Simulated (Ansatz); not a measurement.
`[OH][Mo]([F])(=[S])=[S]` and `[OH][W]([F])(=[S])=[S]` differ in one element.

Ansatz, PBE0-D4/def2-TZVP geometries, multiplicity 1. Each molecule was computed in one conformer, which needn't be the lowest.

Elements past krypton have def2 core potentials.

```csv
property,`[OH][Mo]([F])(=[S])=[S]`
HOMO–LUMO gap (ωB97M-V/def2-TZVPP) / eV,8.15
HOMO–LUMO gap (PBE/def2-TZVPP) / eV,2.48
HOMO energy (B3LYP/def2-TZVPP) / eV,-7.35
HOMO energy (PBE0/def2-TZVPP) / eV,-7.59
HOMO energy (PBE/def2-TZVPP) / eV,-6.46
LUMO energy (ωB97M-V/def2-TZVPP) / eV,-1.38
```

**Question.** What does the change do to each property? (Best estimate.)

**Answer.** The calculation gave: 
```csv
property,`[OH][W]([F])(=[S])=[S]`,shift
HOMO–LUMO gap (ωB97M-V/def2-TZVPP) / eV,8.65,0.50
HOMO–LUMO gap (PBE/def2-TZVPP) / eV,2.88,0.40
HOMO energy (B3LYP/def2-TZVPP) / eV,-7.26,0.09
HOMO energy (PBE0/def2-TZVPP) / eV,-7.51,0.08
HOMO energy (PBE/def2-TZVPP) / eV,-6.39,0.07
LUMO energy (ωB97M-V/def2-TZVPP) / eV,-0.82,0.56
```

With PBE0 the HOMO rises by 0.08 eV and the LUMO rises by 0.53 eV, so the gap widens by about 0.45 eV. PBE moves the HOMO by 0.07 eV and ωB97M-V by 0.08 eV.

B3LYP here is the variant with VWN-RPA as its local correlation; programs differ in this.
